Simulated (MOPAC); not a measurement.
Input file for MOPAC: PM3 on H2OSi (SMILES O[SiH]), a point of a torsion scan.

```
PM3 1SCF PRECISE CHARGE=0 THREADS=1
H2OSi

O     -0.79633521 1     0.20120382 1     0.25832641 1
Si     0.67902670 1     0.74487413 1    -0.22256074 1
H     -1.35464000 1    -0.44427772 1    -0.15727714 1
H      1.54415263 1    -0.24509254 1     0.48804903 1
```

Output:

```
*******************************************************************************
 **                                                                           **
 **                              MOPAC v23.2.5                                **
 **                                                                           **
 *******************************************************************************
 ** MOPAC's Digital Object Identifier: https://doi.org/10.5281/zenodo.6511958 **
 **                                                                           **
 ** Please cite the open-source release paper for use of this MOPAC version:  **
 ** J. E. Moussa and J. J. P. Stewart (2026)                                  **
 ** MOPAC: An open-source semiempirical molecular orbital program             **
 ** J. Open Source Softw., 11(119), 8025, https://doi.org/10.21105/joss.08025 **
 *******************************************************************************

                              PM3 CALCULATION RESULTS

 *******************************************************************************
 *  PM3        - The PM3 Hamiltonian to be used
 *
 *
 *
 *                 CHARGE ON SYSTEM = 0
 *
 *
 *
 *  PRECISE    - TIGHTER CRITERIA TO BE USED
 *  1SCF       - DO 1 SCF AND THEN STOP
 *  THREADS=1  - MULTI-THREADING NOT USED
 *  T=         - A TIME OF 172800.0 SECONDS REQUESTED
 *  DUMP=N     - RESTART FILE WRITTEN EVERY 7200.0 SECONDS REQUESTED
 *******************************************************************************
PM3 1SCF PRECISE CHARGE=0 THREADS=1
 H2OSi

   ATOM   CHEMICAL          X               Y               Z
  NUMBER   SYMBOL      (ANGSTROMS)     (ANGSTROMS)     (ANGSTROMS)

     1       O         -0.79633521  *   0.20120382  *   0.25832641  *
     2      Si          0.67902670  *   0.74487413  *  -0.22256074  *
     3       H         -1.35464000  *  -0.44427772  *  -0.15727714  *
     4       H          1.54415263  *  -0.24509254  *   0.48804903  *



          CARTESIAN COORDINATES

    NO.       ATOM           X           Y           Z

     1         O         -0.7963      0.2012      0.2583
     2        Si          0.6790      0.7449     -0.2226
     3         H         -1.3546     -0.4443     -0.1573
     4         H          1.5442     -0.2451      0.4880

  H: (PM3): J. J. P. STEWART, J. COMP. CHEM. 10, 209 (1989).
  O: (PM3): J. J. P. STEWART, J. COMP. CHEM. 10, 209 (1989).
 Si: (PM3): J. J. P. STEWART, J. COMP. CHEM. 10, 209 (1989).

           Empirical Formula: H2 O Si  =     4 atoms



      MOLECULAR POINT GROUP   :   C1


      RHF CALCULATION, NO. OF DOUBLY OCCUPIED LEVELS = 6


 -------------------------------------------------------------------------------
 PM3 1SCF PRECISE CHARGE=0 THREADS=1
 H2OSi



     1SCF WAS SPECIFIED, SO BFGS WAS NOT USED
     SCF FIELD WAS ACHIEVED


                              PM3 CALCULATION
                                                       MOPAC v23.2.5 Linux




          FINAL HEAT OF FORMATION =        -20.31961 KCAL/MOL =     -85.01725 KJ/MOL


          COSMO AREA              =         84.93 SQUARE ANGSTROMS
          COSMO VOLUME            =         71.00 CUBIC ANGSTROMS

          IONIZATION POTENTIAL    =          7.684350 EV
          HOMO LUMO ENERGIES (EV) =         -7.684 -1.620
          NO. OF FILLED LEVELS    =          6
          MOLECULAR WEIGHT        =         46.1007         POINT GROUP:  C1

          MOLECULAR DIMENSIONS (Angstroms)

            Atom       Atom       Distance
            H     4    H     3     2.97643
            H     3   Si     2     1.16955
            O     1    H     4     0.51647


          SCF CALCULATIONS        =          1





   ATOM   CHEMICAL          X               Y               Z
  NUMBER   SYMBOL      (ANGSTROMS)     (ANGSTROMS)     (ANGSTROMS)

     1       O         -0.79633521  *   0.20120382  *   0.25832641  *
     2      Si          0.67902670  *   0.74487413  *  -0.22256074  *
     3       H         -1.35464000  *  -0.44427772  *  -0.15727714  *
     4       H          1.54415263  *  -0.24509254  *   0.48804903  *

                             CARTESIAN COORDINATES

   1    O       -0.796335210     0.201203820     0.258326410
   2   Si        0.679026700     0.744874130    -0.222560740
   3    H       -1.354640000    -0.444277720    -0.157277140
   4    H        1.544152630    -0.245092540     0.488049030


           Empirical Formula: H2 O Si  =     4 atoms



      MOLECULAR POINT GROUP   :   C1


                  EIGENVALUES
 -36.27421 -17.41991 -14.05802 -13.08216 -11.13574  -7.68435  -1.62024   1.57741
   2.51881   5.13549


              NET ATOMIC CHARGES AND DIPOLE CONTRIBUTIONS

  ATOM NO.   TYPE          CHARGE      No. of ELECS.   s-Pop       p-Pop
    1          O          -0.536684        6.5367     1.72112     4.81557
    2         Si           0.560563        3.4394     1.71245     1.72698
    3          H           0.241979        0.7580     0.75802
    4          H          -0.265858        1.2659     1.26586
 DIPOLE           X         Y         Z       TOTAL
 POINT-CHG.     0.335     1.284    -2.071     2.460
 HYBRID        -1.402    -3.005     1.651     3.704
 SUM           -1.067    -1.722    -0.420     2.069


          ATOMIC ORBITAL ELECTRON POPULATIONS

     Atom    s        px        py        pz
    1  O   1.72112   1.49639   1.63555   1.68362
    2 Si   1.71245   0.60139   0.71138   0.41422
    3  H   0.75802
    4  H   1.26586

 **********************
 *                    *
 * JOB ENDED NORMALLY *
 *                    *
 **********************




 == MOPAC DONE ==
```

The run finished.

Cost: around 0.03 core-seconds (rough).
